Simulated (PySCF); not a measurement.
**Spinor energies of La⁵⁶⁺ (lanthanum, charge +56)**

Start: 1s1; 1s1/2 filled at m_j = +1/2. Calculated with PySCF 2.14 in an uncontracted even-tempered set (15 s from 150 bohr⁻², ratio 2.4; 11 p from 190 bohr⁻², ratio 2.4; 3 d from 580 bohr⁻², ratio 2.6; 3 f from 880 bohr⁻², ratio 2.6): generalised Hartree-Fock with the X2C-1e Hamiltonian and a Gaussian nucleus; one run each with spin-orbit coupling (SO) switched off, then screened by Boettger's factors.

```
spinor shell  electrons  ε, spin-free (eV)  ε, screened SO (eV)  weight of nominal j (screened SO)  rms radius, screened SO (bohr)
       1s1/2          1           -46298.1             -46298.1                              1.000                          0.0282
```

```
   quantity    spin-free  screened SO
E (hartree)  -1701.42359  -1701.42359
        M_J          1/2          1/2
       ⟨J²⟩        0.750        0.750
       ⟨L²⟩        0.000        0.000
       ⟨S²⟩        0.750        0.750
```

Breit and QED terms are absent; they matter most for the inner s and p1/2 levels.

Densities and radii are taken from the X2C orbitals without a picture-change correction, which distorts them close to the nucleus.

Without spin-orbit coupling the j labels of p, d and f shells carry no meaning; the spin-free column gives the mean over the occupied spinors of each nl shell.
